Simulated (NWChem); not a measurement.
silacyclobutane (C3H8Si); SMILES C1C[SiH2]C1

```xyz
12

C     -0.1962    -1.3215     0.0000
C      0.1612    -0.3999    -1.1982
Si    -0.0571     1.0553     0.0000
C      0.1612    -0.3999     1.1982
H      0.3114    -2.3011     0.0000
H     -1.2797    -1.5256     0.0000
H      1.2198    -0.5119    -1.4850
H     -0.4546    -0.5061    -2.1023
H     -1.4408     1.6263     0.0000
H      0.9211     2.1893     0.0000
H      1.2198    -0.5119     1.4850
H     -0.4546    -0.5061     2.1023
```
Atoms are numbered in this order, from 1.

Program: NWChem. Pople sets run with spherical d functions. Medium grid unless said otherwise, to which SCAN and Minnesota functionals are sensitive. All runs use the structure optimised with PBE0/def2-SVP. Level r2SCAN/6-31G*: single points from the atomic guess with DIIS by default; each run changes one setting, and all converged runs end within 0.3 mHa of each other. NWChem's automatic level shift, which a small gap switches on, acted in some of these runs.

Q: Which setting needs the most SCF iterations, or fails (occupation smearing of 0.005 Ha; defaults; core-Hamiltonian guess; DIIS on 3 Fock matrices; DIIS on 20 Fock matrices)?

A: core-Hamiltonian guess, with 17 against 7 for the defaults.
| setting | SCF iterations |
|---|---|
| defaults | 7 |
| occupation smearing of 0.005 Ha | 7 |
| DIIS on 20 Fock matrices | 7 |
| DIIS on 3 Fock matrices | 8 |
| core-Hamiltonian guess | 17 |
